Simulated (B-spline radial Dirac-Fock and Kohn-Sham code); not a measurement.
4f7/2 photoionisation of Pr⁺ near threshold

System: the Pr⁺ ion in the configuration 1s2 2s2 2p6 3s2 3p6 3d10 4s2 4p6 4d10 4f2 5s2 5p6 6s2 (not the ground configuration). The computed 4f7/2 threshold is 19.89 eV; without correlation, outer thresholds are uncertain by 1 to 2 eV. With an open shell the threshold is an average over the terms of the final ion.

Method: Dirac-Hartree-Slater photoionisation with all multipoles and Dirac-Fock thresholds. Computed with a B-spline atomic structure program. Interchannel coupling and autoionising resonances are not included, so magnitudes near threshold are approximate.

```tsv
kinetic energy (eV)	σ (Mb)	β
1.5	0.128	1.78
2.3	0.146	1.93
3.7	0.178	1.95
5.7	0.238	1.79
9.0	0.354	1.47
14.0	0.564	1.09
21.9	0.875	0.75
34.2	1.16	0.52
53.5	1.26	0.41
83.7	1.06	0.41
130.9	0.717	0.51
204.6	0.372	0.67
319.9	0.147	0.86
```

The cross section shows no minimum in this range. Its largest value, 1.26 Mb, lies 54 eV above threshold, delayed by the centrifugal barrier of the l+1 channel. β ranges from 0.39 (at 66.9 eV) to 1.95.
